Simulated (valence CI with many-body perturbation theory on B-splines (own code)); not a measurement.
# Level structure of Te³¹⁺

Calculated by configuration interaction combined with many-body perturbation theory (CI+MBPT): three valence electrons over a frozen Dirac-Fock core [Ar], a basis of 7 s, 7 p, 8 d, 6 f, 4 g, 1 h functions for each j, with the one-electron correlation potential Σ1 (screened to all orders), the two-electron term Σ2, the three-electron term Σ3, Breit, model QED; selected single and double excitations, second order for the rest, scaled by the run's own slope (own B-spline code, finite nucleus).

The last digits are not significant, and no measured levels were compared; by estimate large intervals hold to a few tenths of a per cent, small ones and those within an open d or f shell to about a per cent. Only levels of the ground parity were solved; by the run's estimate the other parity begins above the list, which can be wrong where configurations are misplaced.

Levels 1 to 19 of 19, with energies above the lowest level, (3d3/2^3) J=3/2. "Leading %" is the weight of the configuration and term that name the level; weights of strongly mixed levels are sums over their largest components and can fall short. In the jj column 3d3/2^4 stands for four electrons in 3d with j = 3/2.

```csv
No.,Configuration,Term,J,E (eV),Leading %,Second component,Leading jj
1,3d3,4F,3/2,0.000,69,24 % 3d3 2D,3d3/2^3 (86 %)
2,3d3,4F,5/2,8.705,91,8 % 3d3 2D,3d3/2^2 3d5/2 (95 %)
3,3d3,4F,7/2,13.489,67,27 % 3d3 2G,3d3/2^2 3d5/2 (75 %)
4,3d3,4P,3/2,14.110,43,32 % 3d3 2P,3d3/2^2 3d5/2 (89 %)
5,3d3,2G,9/2,15.300,42,33 % 3d3 4F,3d3/2^2 3d5/2 (87 %)
6,3d3,4P,1/2,16.573,66,34 % 3d3 2P,3d3/2^2 3d5/2 (98 %)
7,3d3,2G,7/2,24.244,65,32 % 3d3 4F,3d3/2 3d5/2^2 (83 %)
8,3d3,4P,5/2,25.142,80,14 % 3d3 2D,3d3/2^2 3d5/2 (50 %)
9,3d3,2H,9/2,25.663,50,49 % 3d3 4F,3d3/2 3d5/2^2 (77 %)
10,3d3,2D,3/2,28.992,43,42 % 3d3 4P,3d3/2 3d5/2^2 (97 %)
11,3d3,2P,1/2,30.532,66,34 % 3d3 4P,3d3/2 3d5/2^2 (98 %)
12,3d3,2H,11/2,32.090,100,,3d3/2 3d5/2^2 (100 %)
13,3d3,2D,5/2,34.402,92,6 % 3d3 4F,3d3/2 3d5/2^2 (67 %)
14,3d3,2F,5/2,36.927,76,12 % 3d3 2D,3d3/2 3d5/2^2 (71 %)
15,3d3,2F,7/2,38.517,91,8 % 3d3 2G,3d3/2 3d5/2^2 (92 %)
16,3d3,2G,9/2,39.836,58,24 % 3d3 2H,3d5/2^3 (88 %)
17,3d3,2P,3/2,42.481,56,30 % 3d3 2D,3d5/2^3 (70 %)
18,3d3,2D,3/2,54.401,95,,3d3/2 3d5/2^2 (70 %)
19,3d3,2D,5/2,56.839,74,19 % 3d3 2F,3d5/2^3 (79 %)
```

The ionisation energy to 3d2 3F_2 of the next ion comes out as 1889.2 eV (NIST: 1889 ± 4 eV (theoretical)). All 19 levels together are meant to be complete up to 59.112 eV.
